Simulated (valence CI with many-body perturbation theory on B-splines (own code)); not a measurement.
## Pt⁷³⁺: fill in the table

Method: configuration interaction combined with many-body perturbation theory (CI+MBPT): three valence electrons over a frozen Dirac-Fock core [He], a basis of 11 s, 11 p, 10 d, 8 f, 5 g, 2 h functions for each j, with the one-electron correlation potential Σ1, the two-electron term Σ2, the three-electron term Σ3, Breit, model QED; selected CI, second order for the rest, scaled by the run's own slope (own B-spline code, finite nucleus).

The last digits are not significant, and no measured levels were compared; by estimate large intervals hold to a few tenths of a per cent, small ones and those within an open d or f shell to about a per cent.

| Level | E (eV) |
| --- | --- |
| (2s^2 2p1/2) J=1/2 | 0.0 |
| (2s 2p1/2^2) J=1/2 | ? |
| (2s^2 2p3/2) J=3/2 | 1863.8 |
| (2s 2p1/2 2p3/2) J=3/2 [a] | 2074.4 |
| (2s 2p1/2 2p3/2) J=5/2 | 2116.2 |
| (2s 2p1/2 2p3/2) J=1/2 | ? |
| (2s 2p1/2 2p3/2) J=3/2 [b] | ? |
| (2p1/2^2 2p3/2) J=3/2 | ? |
| (2s 2p3/2^2) J=5/2 | 3955.9 |
| (2s 2p3/2^2) J=1/2 | 4073.7 |
| (2s 2p3/2^2) J=3/2 | 4074.2 |
| (2p1/2 2p3/2^2) J=3/2 | 4314.8 |
| (2p1/2 2p3/2^2) J=5/2 | ? |
| (2p1/2 2p3/2^2) J=1/2 | 4400.1 |
| (2p3/2^3) J=3/2 | ? |
| (2s^2 3s) J=1/2 | 12035.9 |
| (2s^2 3p1/2) J=1/2 | 12133.6 |
| (2s 2p1/2 3s) J=1/2 [a] | 12235.4 |
| (2s 2p1/2 3s) J=3/2 | 12265.0 |
| (2s 2p1/2 3s) J=1/2 [b] | 12299.0 |

Levels are named by their leading jj configuration (3d3/2^4 stands for four electrons in 3d with j = 3/2), which in mixed levels can hold well under half, so a name can repeat and another be missing. Letters in brackets count levels of one name in rising energy.

Problem. The levels stand in rising order. What does the calculation give for the missing energies?

Solution. (2s 2p1/2^2) J=1/2 297.8; (2s 2p1/2 2p3/2) J=1/2 2195.1; (2s 2p1/2 2p3/2) J=3/2 [b] 2197.0; (2p1/2^2 2p3/2) J=3/2 2504.7; (2p1/2 2p3/2^2) J=5/2 4337.4; (2p3/2^3) J=3/2 6224.6.
